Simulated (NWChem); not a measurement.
Molecule: CH₅AlBrN; SMILES [NH2][Al]([CH3])[Br]

```xyz
9

Al     0.0386     0.9583     0.0000
Br    -0.0285    -1.3318     0.0000
C     -1.6128     2.0027     0.0000
H     -1.4147     3.0809     0.0000
H     -2.2234     1.7723     0.8812
H     -2.2234     1.7723    -0.8812
N      1.6642     1.6723     0.0000
H      1.8560     2.6668     0.0000
H      2.5267     1.1416     0.0000
```
Atoms are numbered in this order, from 1.

Results from NWChem. Medium grid unless said otherwise, to which SCAN and Minnesota functionals are sensitive. The geometry was optimised at B3LYP/6-31G* (spherical d). Hybrids' shares of exact exchange are those that their runs print; pure functionals count as 0. The functionals differ in more than this share.

```
row               share of exact exchange  highest occupied level (eV)
----------------  -----------------------  ---------------------------
PBE/def2-TZVP                        0.00                        -6.19
B97-D/def2-TZVP                      0.00                        -6.18
TPSSh/def2-TZVP                      0.10                     withheld
B3LYP/def2-TZVP                      0.20                        -7.33
MPW1K/def2-TZVP                      0.43                        -8.61
M06-2X/def2-TZVP                     0.54                        -8.99
```

### Question
Fit a straight line of the last column on the one before it, predict the withheld value, and compare with the run.

### Answer

1. Means of the 5 shown rows: x = 0.234, y = -7.460. Slope Σ(x − x̄)(y − ȳ)/Σ(x − x̄)² = -1.295/0.2427 = -5.334; intercept -6.212.
2. The shown rows scatter about the line by 0.071 (root mean square); the largest residual is -0.10, at MPW1K/def2-TZVP.
3. At x = 0.10 (TPSSh/def2-TZVP; inside the shown range) the line gives -6.75.
4. The run gives -6.82, -0.07 from the line, 1.0 times the scatter.
